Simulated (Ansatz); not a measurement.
Molecule: CH3Br2Ga (charge 0, singlet). 
Geometry from a B3LYP-D3(BJ)/def2-TZVP (Ansatz, an electronic-structure program) optimisation:
```
Ga
C 1 1.9610
H 2 1.0882 1 110.03
H 2 1.0886 3 110.49 1 121.25
H 2 1.0908 3 109.18 4 119.66
Br 1 2.3034 2 122.81 3 -23.83
Br 1 2.3037 2 122.38 3 156.89
```
Charge 0, spin multiplicity 1.

Basis-set convergence of Hartree-Fock and CCSD(T) correlation energies (hartree) with Ansatz. Correlated levels leave the core frozen unless marked. Spin-orbit coupling is left out. Frozen are the shells of the preceding noble gas and the d and f shells that filled before the atom's block. No relativistic terms.

```csv
basis,functions,E(HF),"E(corr, CCSD(T))"
cc-pVDZ,110,-7107.74082,-0.48121
cc-pVTZ,201,-7107.98031,-0.63346
cc-pVQZ,349,-7107.99183,-0.68577
cc-pV5Z,568,-7107.99331,-0.70338
```

Extrapolating the two largest sets (X = 4 and 5) as X^-3: E(corr) = (125·(-0.70338) - 64·(-0.68577))/61 = -0.7219 Eh, an estimate of the basis-set limit. The largest set recovers 97.4 % of it, the smallest 66.7 %.
